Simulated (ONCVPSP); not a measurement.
**Sn: one change to an ONCV potential, before and after**

ONCVPSP 4.0.1 input, shortened (lines: element, Z, core and valence counts, functional; n l f; lmax; l rc ep ncon nbas qcut; lloc lpopt rc5 dvloc0; l nproj debl; icmod fcfact rcfact), BLYP, scalar-relativistic:

```
  Sn 50.00    8    3  -106131      upf
    1    0    2.00
    2    0    2.00
    2    1    6.00
    3    0    2.00
    3    1    6.00
    3    2   10.00
    4    0    2.00
    4    1    6.00
    4    2   10.00
    5    0    2.00
    5    1    2.00
    2
    0    1.80    0.00    3    7    2.90
    1    2.70    0.00    3    6    2.60
    2    1.45    0.00    4    8    9.20
    4    5    1.15    2.00
    0    1    2.70
    1    2    3.00
    2    1    1.30
    0    0.00    0.00
```

All-electron outer shells of the reference configuration (BLYP, scalar-relativistic, ld1.x):

| shell | level (eV) | outermost node (bohr) | outermost maximum (bohr) |
| --- | --- | --- | --- |
| 4s | -133.66 | 0.40 | 0.74 |
| 4p | -89.43 | 0.41 | 0.79 |
| 4d | -25.61 | 0.39 | 0.88 |
| 5s | -10.47 | 0.98 | 2.01 |
| 5p | -3.59 | 1.09 | 2.55 |

Change: functional PBE.

Cutoffs: the cutoffs (Ha) at which the residual kinetic energy of the hardest occupied pseudo-wave falls to 1 and 0.1 mHa per electron; they do not see the model core or the augmentation charge, which bear on the density cutoff. Errors are all-electron minus pseudo energies relative to the spin-unpolarised reference configuration.

**Question.** How do hardness, ghosts and transferability respond?

**Answer.** The potential gets neither clearly harder nor softer (36 Ha and 41 Ha → 36 Ha and 40 Ha); both files keep a bound ghost (s); of the 4 tests that both files solve, the error grows in 3 and shrinks in 0 by more than 15 % and 0.3 meV (median size 9.7 → 12.6 meV).

```csv
quantity,base,changed
"cutoff, loose",36 Ha,36 Ha
"cutoff, tight",41 Ha,40 Ha
loose cutoff by channel,"s 14 Ha, p 1.9 Ha, d 36 Ha","s 13 Ha, p 1.9 Ha, d 36 Ha"
bound ghosts,s,s
GHOST(+) flags under 300 eV,p at 49.2 eV,p at 49.0 eV
"error for 4d10 5s2 5p1, meV [ΔE 6.80 → 6.87 eV]",-1.0,-1.4
"error for 4d10 5s2 5p0, meV [ΔE 20.78 → 20.83 eV]",-10,-12
"error for 4d10 5s1 5p0, meV [ΔE 51.87 → 51.80 eV]",-8.9,-13
"error for 4d9 5s2 5p3, meV [ΔE 24.36 → 24.47 eV]",-94,-102
s: phases at 1.82 bohr within 0.05 rad from the reference energy up to (Ha; the scan ends near 5),1.3,1.3
p: phases at 2.74 bohr within 0.05 rad from the reference energy up to (Ha; the scan ends near 5),1.5,1.5
d: phases at 1.47 bohr within 0.05 rad from the reference energy up to (Ha; the scan ends near 5),2.9,2.9
```

 A true bound ghost makes a file unfit for plane-wave use even where its test errors are small: the radial tests pick states by their node count and pass the ghost by.
